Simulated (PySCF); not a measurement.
# Nuclear quadrupole coupling in `O=C(F)c1cccc(F)c1`

C7H4F2O.
SMILES with atom numbers: `[O:1]=[C:2]([F:3])[c:4]1[cH:5][cH:6][cH:7][c:8]([F:9])[cH:10]1` (hydrogens: H11 on C5; H12 on C6; H13 on C7; H14 on C10)

Field gradients from the PBE0/pcSseg-1 density (PySCF, non-relativistic), principal values in atomic units, ordered |Vxx| ≤ |Vyy| ≤ |Vzz|:

```tsv
atom	Vxx	Vyy	Vzz
O1	0.4902	1.0635	-1.5537
```

**Question.** Find the asymmetry η = (Vxx − Vyy)/Vzz and the couplings χ = eQV/h (234.96 MHz × Q in barn × V in au), with Q(17O) = −0.0256 b.

**Answer.** 
| atom | environment | nucleus | η | χzz (MHz) | χxx (MHz) | χyy (MHz) |
| --- | --- | --- | --- | --- | --- | --- |
| O1 | carbonyl oxygen | 17O | 0.37 | 9.35 | -2.95 | -6.40 |

**Question.** What is Vzz at O1 in SI units (1 au = 9.71736 × 10²¹ V/m²)?

**Answer.** -1.5537 au = -15.098 × 10²¹ V/m².

Were the hydrogens deuterons (Q(2H) = 0.00286 b), χzz would run from 216 kHz (H11) to 220 kHz (H13 and H12).

One conformer (not necessarily the lowest) at the GFN2-xTB geometry, without solvent, vibrations or thermal averaging. GFN2-xTB bond lengths can be off by several hundredths of an ångström, more for odd bonds, and the gradients follow them. With a basis this small, the couplings can be 20 % off.

These values come from a run that also computed NMR shieldings. The run took 24 s of wall time on one thread of an Arm Neoverse V2, on a shared host, and the process peaked at 0.83 GiB of memory.

Shape of the structure used: `[O:1]=[C:2]([F:3])[c:4]1[cH:5][cH:6][cH:7][c:8]([F:9])[cH:10]1`: O1–C2–C4–C5 0°.
